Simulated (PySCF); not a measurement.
C₇H₁₃NSi.
InChI=1S/C7H13NSi/c1-3-7-5-9(8)4-6(7)2/h1,6-7,9H,4-5,8H2,2H3/t6-,7-,9+/m1/s1

The closed-shell ground state was solved at several levels (PySCF, density fitting, gas phase, non-relativistic). One conformer (not necessarily the lowest) at the PBE0-D3(BJ)/def2-SVP geometry, without solvent, vibrations or thermal averaging.

```json
{"level": "PBE0/def2-SVPD", "basis functions": "288", "total energy (Eh)": "-617.9627", "HOMO (eV)": "-7.25", "LUMO (eV)": "0.43", "gap (eV)": "7.68", "dipole (D)": "1.54"}
{"level": "PBE0/pcSseg-1", "basis functions": "225", "total energy (Eh)": "-618.2164", "HOMO (eV)": "-7.21", "LUMO (eV)": "0.95", "gap (eV)": "8.16", "dipole (D)": "1.71"}
```

Problem. What might wB97X-D/pcSseg-1 (225 basis functions) give for the same quantities?

Solution. Total energy -618.6229 Eh, HOMO -9.10 eV, LUMO 2.75 eV, gap 11.85 eV, dipole 1.75 D.

Problem. Over all these levels, which gives the widest orbital gap and which the narrowest?

Solution. wB97X-D/pcSseg-1 (range-separated hybrid) has the widest, 11.85 eV, and PBE0/def2-SVPD (global hybrid, 25 % exact exchange) the narrowest, 7.68 eV. Functional and basis both differ between the two, so the spread mixes both effects.

Problem. How far do the dipole and the HOMO energy spread over the levels?

Solution. The dipole runs from 1.54 to 1.75 D (mean 1.67 D) and the HOMO from -9.10 to -7.21 eV.

Note: wB97X-D ran without an empirical dispersion term, which enters the total energy and its gradient alone.
